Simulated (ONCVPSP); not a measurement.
## Zn ONCV: all-electron and pseudo phase curves

zinc, optimised norm-conserving Vanderbilt (ONCV), made with ONCVPSP 4.0.1 (LDA (Perdew-Zunger), fully relativistic). Core [Ne], reference 3s2 3p6 3d10 4s2. Waves: 3s+4s: rc 1.35 bohr, ncon 5, nbas 10, qcut 7.3 1/bohr, 2 projectors; 3p: rc 0.85 bohr, ncon 4, nbas 7, qcut 19.6 1/bohr, 2 projectors, debl 1 Ha; 3d: rc 0.85 bohr, ncon 4, nbas 8, qcut 19.3 1/bohr, local. Local part: the d channel. Core correction: none.

Open shells are filled in proportion to 2j + 1.

In the p channel the program set the typed energies aside and used -3.022, 0.250 Ha (j = l + 1/2; the other j can differ).

The phase is arctan(r·R′/R) of the radial function R(r), unwrapped; energies in Ha, scanned from -6 to 5 Ha. A pole is an energy at which the radial function vanishes at the test radius. The pseudo phase is shifted by a multiple of π to meet the all-electron one at the reference energy, and phase errors are pseudo minus all-electron; the curves can meet again beyond the range given. Levels narrower than the energy grid can be missing from the lists of poles.

Question: For each channel, where are the poles, and over which energies does the pseudopotential scatter like the atom?

Answer:

```csv
channel,radius (bohr),reference energy (Ha),"poles, all-electron","poles, pseudo",unbroken range about the reference energy with phases within 0.05 rad,phase error 1 Ha above the reference energy (rad)
s,1.37,-0.23,-4.48,-4.48,the whole range,-0.001
p3/2,0.87,-3.02,1.08,1.08,the whole range,-0.000
p1/2,0.87,-3.14,0.81,0.81,the whole range,-0.000
d5/2,0.87,-0.38,3.00,3.17,the whole range,+0.000
d3/2,0.87,-0.39,2.96,3.17,the whole range,+0.005
```

Phases in the d5/2 channel:

```
E (Ha)  all-electron  pseudo
 -5.96         0.996   1.006
 -5.68         0.968   0.978
 -5.40         0.937   0.948
 -5.12         0.901   0.913
 -4.84         0.861   0.873
 -4.56         0.814   0.827
 -4.28         0.759   0.773
 -4.00         0.695   0.710
 -3.72         0.620   0.635
 -3.44         0.530   0.546
 -3.16         0.424   0.440
 -2.88         0.299   0.314
 -2.60         0.154   0.168
 -2.32        -0.009   0.002
 -2.04        -0.184  -0.177
 -1.76        -0.362  -0.358
 -1.48        -0.533  -0.532
 -1.20        -0.688  -0.689
 -0.92        -0.823  -0.826
 -0.64        -0.940  -0.943
 -0.36        -1.038  -1.041
 -0.08        -1.122  -1.124
  0.20        -1.193  -1.195
  0.48        -1.254  -1.255
  0.76        -1.307  -1.306
  1.04        -1.353  -1.351
  1.32        -1.394  -1.391
  1.60        -1.430  -1.426
  1.88        -1.463  -1.457
  2.16        -1.493  -1.486
  2.44        -1.521  -1.512
  2.72        -1.546  -1.536
  3.00        -1.571  -1.558
  3.28        -1.593  -1.579
  3.56        -1.615  -1.599
  3.84        -1.636  -1.618
  4.12        -1.657  -1.636
  4.40        -1.677  -1.654
  4.68        -1.697  -1.671
  4.96        -1.718  -1.688
```
